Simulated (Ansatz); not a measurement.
# A ladder of methods for GeO (SMILES [O]=[Ge])

The species is GeO (2 atoms), meant as a singlet with charge 0. As SMILES, `[O]=[Ge]`. Geometry: relaxed at PBE0-D4/def2-TZVP.

```xyz
2

O     0.0000    0.0000   -0.0230
Ge    0.0000    0.0000    1.5995
```

Each level gives the energy change with the O1–Ge2 bond stretched from 1.623 to 2.434 Å (eV). The values are calculated.

```json
{"level": "SVWN5/STO-3G (restricted)", "kind": "LDA", "program": "Ansatz", "value (eV)": "7.21", "less FCI/STO-3G": "+2.01", "CPU time (all runs)": "4.9 s"}
{"level": "BLYP/STO-3G (restricted)", "kind": "GGA", "program": "Ansatz", "value (eV)": "6.75", "less FCI/STO-3G": "+1.55", "CPU time (all runs)": "9.8 s"}
{"level": "revPBE/STO-3G (restricted)", "kind": "GGA", "program": "Ansatz", "value (eV)": "6.68", "less FCI/STO-3G": "+1.48", "CPU time (all runs)": "9.2 s"}
{"level": "B3LYP/STO-3G (restricted)", "kind": "global hybrid", "program": "Ansatz", "value (eV)": "7.53", "less FCI/STO-3G": "+2.33", "CPU time (all runs)": "12 s"}
{"level": "r2SCAN0/STO-3G (restricted)", "kind": "hybrid meta-GGA", "program": "Ansatz", "value (eV)": "7.95", "less FCI/STO-3G": "+2.75", "CPU time (all runs)": "3.6 s"}
{"level": "HSE06/STO-3G (restricted)", "kind": "range-separated hybrid", "program": "Ansatz", "value (eV)": "7.67", "less FCI/STO-3G": "+2.47", "CPU time (all runs)": "6.3 s"}
{"level": "wB97M-V/STO-3G (restricted)", "kind": "range-separated hybrid", "program": "Ansatz", "value (eV)": "8.50", "less FCI/STO-3G": "+3.30", "CPU time (all runs)": "48 s"}
{"level": "B2PLYP/STO-3G (restricted)", "kind": "double hybrid", "program": "Ansatz", "value (eV)": "7.03", "less FCI/STO-3G": "+1.83", "CPU time (all runs)": "2.4 s"}
{"level": "FCI/STO-3G", "kind": "exact in the basis", "program": "Ansatz", "value (eV)": "5.20", "less FCI/STO-3G": "0.00", "CPU time (all runs)": "1.5 s"}
```

FCI/STO-3G is exact within its basis and frozen core, so for wave-function methods in that basis the difference is their error; functionals converge differently with the basis, so for them it is only a difference. All-electron rows without a relativistic Hamiltonian named are non-relativistic. The first shape isn't each level's own minimum. The values span 5.20 to 8.50 eV. All rows use very small basis sets, so none should be taken for the real molecule's value. Times are those of the runs behind each value, whatever else they computed, on shared processors of several kinds: orders of magnitude only.
